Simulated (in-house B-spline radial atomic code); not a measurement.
Configurations of neutral neon, with energies counted from [He] 2s2 2p6. Computed with a B-spline radial code for spherical atoms: scalar-relativistic (X2C) LDA exchange-only, spin-polarised, spherical fractional occupations, Fermi nucleus of rms radius 3.0055 fm. Shells without spins written out take the highest spin.

Occupations are held fixed; configurations that lie above the ionisation limit could autoionise.

| configuration | E - E(ref) (eV) | highest orbital | its <r> (bohr) |
| --- | --- | --- | --- |
| [He] 2s2 2p5 3p1 | 17.694 | 3p up | 6.054 |
| [He] 2s2 2p(3 up, 2 down) 3p(0 up, 1 down) | 17.737 | 3p down | 6.157 |
| [He] 2s1 2p6 3s1 | 38.616 | 3s up | 4.3 |
| [He] 2s(0 up, 1 down) 2p6 3s(1 up, 0 down) | 38.672 | 3s up | 4.351 |
| [He] 2s(0 up, 1 down) 2p6 3p(1 up, 0 down) | 40.536 | 3p up | 6.117 |

(1) Order these further configurations by energy, lowest first.
A. [He] 2s2 2p5 3d1
B. [He] 2s2 2p(2 up, 3 down) 3s(1 up, 0 down)
C. [He] 2s2 2p5 3s1
D. [He] 2s1 2p6 3p1
E. [He] 2s1 2p6 3d1

## Answers

(1) C (15.808 eV), B (15.903 eV), A (19.111 eV), D (40.512 eV), E (41.929 eV).
